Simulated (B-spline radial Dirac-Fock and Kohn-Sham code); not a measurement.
# Ta⁵⁺: M5-N45N45 lines in intermediate coupling

System: the Ta⁵⁺ ion, configuration [Xe] 4f14.

Model: relaxed Dirac-Fock hole states (ΔSCF) with Breit and QED corrections and a finite nucleus. Program: a radial finite-basis atomic code. The two-hole levels come from diagonalising the Coulomb interaction among the jj configurations; intensities are independent-particle Coulomb rates. Kinetic energies are from the vacuum level. The model has no electron correlation.

| kinetic energy (eV) | J | leading jj holes (weight) | leading LS term (weight) |
| --- | --- | --- | --- |
| 1143.3 | 0 | N4N4 (0.95) | ¹S0 (0.63) |
| 1152.0 | 2 | N4N4 (0.97) | ³F2 (0.51) |
| 1160.0 | 4 | N4N5 (0.98) | ¹G4 (0.91) |
| 1160.8 | 1 | N4N5 (1.00) | ³P1 (1.00) |
| 1162.3 | 2 | N4N5 (0.96) | ³P2 (0.51) |
| 1165.4 | 3 | N4N5 (1.00) | ³F3 (1.00) |
| 1167.2 | 0 | N5N5 (0.95) | ³P0 (0.63) |
| 1173.2 | 2 | N5N5 (0.99) | ¹D2 (0.50) |
| 1176.2 | 4 | N5N5 (0.98) | ³F4 (0.91) |

The intensity is shared as follows: 1176.2 eV 26.1 %, 1160.0 eV 22.3 %, 1173.2 eV 18.9 %, 1165.4 eV 10.3 %, 1162.3 eV 9.5 %, 1160.8 eV 6.2 %, 1167.2 eV 5.0 %, 1152.0 eV 1.0 %, 1143.3 eV 0.7 %.

The strongest line, by its leading LS label ³F4, lies at 1176.2 eV. The mean weight of the leading component is 0.97 in jj and 0.73 in LS coupling, so jj labels describe these levels better.

Values without a named source are computed, but for edge energies of neutral atoms, which are taken from tables.
